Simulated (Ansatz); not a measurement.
```xyz
2

K    -0.0006    0.0057   -1.2617
Cl   -0.0090   -0.0043    1.4017
```

Basis set: 6-31G* (spherical functions). Left uncorrelated: 10 orbitals. Charge 0, multiplicity 1.

Computed with Ansatz (development build ahead of 0.2.0); each method stands on the lowest determinant of its kind that the runs found. Restricted open shells among the atoms or ions are ROHF, correlated in semicanonical orbitals with singles.

(1) Give the atomization energy at this shape (free ground-state atoms in the same class of orbitals less the molecule, no zero-point energy) of singlet KCl by RHF-MP2, RHF.

## Answers

(1)

| method | atomization energy |
| --- | --- |
| RHF-MP2 | 374.8 kJ/mol |
| RHF | 320.1 kJ/mol |
